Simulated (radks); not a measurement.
Problem. These are the eigenvalues of the occupied orbitals of an atom or ion with whole-number occupations (hartree). Calculated with a radial shooting solver on a logarithmic mesh with Libxc functionals: Dirac Kohn-Sham, PBE, spin-unpolarised, spherical densities, finite nucleus; Fermi nuclear charge, rms radius of each element as measured or else 0.836 A^(1/3) + 0.57 fm.

orbital  eigenvalue
1s1/2     -654.9990
2s1/2     -90.94870
2p1/2     -83.27456
2p3/2     -80.11931
3s1/2     -15.10902
3p1/2     -12.25203
3p3/2     -11.74973
3d3/2      -6.71361
3d5/2      -6.62186
4s1/2      -2.24500
4p1/2      -1.48021
4p3/2      -1.41509
4d3/2      -0.36859
5s1/2      -0.36482

Which element is it, and in what charge state? The configuration may be excited. Open shells, if any, fill j = l - 1/2 first.

Solution. Z = 40, zirconium, charge +1: Zr+ in [Kr] 4d2 5s1. The list shows which subshells hold electrons but not how many an open one holds; the 1s level, -655 hartree, gives Z - s = 36.2 by -(Z - s)^2/2, which with screening and relativity narrows Z to a few neighbours, and the depths of the outer levels then fix element, charge and occupations together.
